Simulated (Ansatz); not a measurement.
Basis-set extrapolation for C2H7B2Cl (`BBCCCl`) (PBE0-D4/def2-TZVP geometry, frozen core, Ansatz 0.2.0). Multiplicity 1, RHF reference.

```csv
,def2-TZVPP,def2-QZVPP
HF,-588.693920,-588.712884
MP2 correlation,-0.731005,-0.785107
CCSD(T) correlation,-0.827433,not run
```

Energies in hartree. Use E(X) = E(∞) + A·exp(−7.88·√X) for Hartree–Fock and E(X) = E(∞) + B·X^(−2.97) for correlation, with X = 3 and 4, and add CCSD(T) minus MP2 of the smaller set to the MP2 limit.

Question: What is the CCSD(T) energy at the basis-set limit?

Answer: HF limit: -588.712884 + (-0.018964) × 0.13774 = -588.71550. MP2 limit: -0.785107 + (-0.054102) × 0.74074 = -0.82518. Higher-order term: -0.827433 − (-0.731005) = -0.09643. Total: -589.63711 hartree, 303.9 kJ/mol below CCSD(T)/def2-TZVPP.
